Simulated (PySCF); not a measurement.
C4H7O2S, SMILES O=S1(=O)C[CH]CC1, doublet, B3LYP/def2-SVP optimised geometry.

```
14

O      0.16    -0.78     2.21
S     -0.05    -1.00     0.77
O     -0.19    -2.35     0.22
C     -1.43     0.10     0.23
C     -0.76     1.42     0.00
C      0.75     1.42     0.00
C      1.22    -0.03    -0.12
H     -1.86    -0.36    -0.68
H     -2.18     0.10     1.03
H     -1.33     2.35     0.00
H      1.13     1.86     0.94
H      1.15     2.04    -0.81
H      1.22    -0.40    -1.16
H      2.18    -0.25     0.35
```

Density from unrestricted B3LYP/def2-TZVP run with PySCF 2.14.0 at that geometry.

Minimum of the electron density along straight lines between bonded atoms, close to the bond critical point (lines longer than 1.1 times the sum of covalent radii, or with two minima, are not listed):

```tsv
bond	length / Å	ρ at the minimum / e bohr⁻³	∇²ρ there / e bohr⁻⁵	position (fraction from the first atom)
O1–S2	1.470	0.294	(withheld)	0.60
S2–O3	1.466	0.295	(withheld)	0.40
S2–C4	1.844	0.188	-0.34	0.55
C4–C5	1.489	0.264	-0.68	0.51
C5–C6	1.507	0.256	-0.64	0.51
S2–C7	1.831	0.193	-0.36	0.55
C6–C7	1.531	0.244	-0.60	0.49
C4–H8	1.107	0.271	-0.91	0.65
C4–H9	1.102	0.274	-0.93	0.65
C5–H10	1.092	0.279	-0.96	0.65
C6–H11	1.108	0.270	-0.91	0.64
C6–H12	1.105	0.272	-0.92	0.64
C7–H13	1.100	0.277	-0.95	0.65
C7–H14	1.098	0.277	-0.96	0.65
```

Task: Some entries are withheld; supply them.

Result: 
- O1–S2, ∇²ρ there / e bohr⁻⁵: 0.62
- S2–O3, ∇²ρ there / e bohr⁻⁵: 0.66
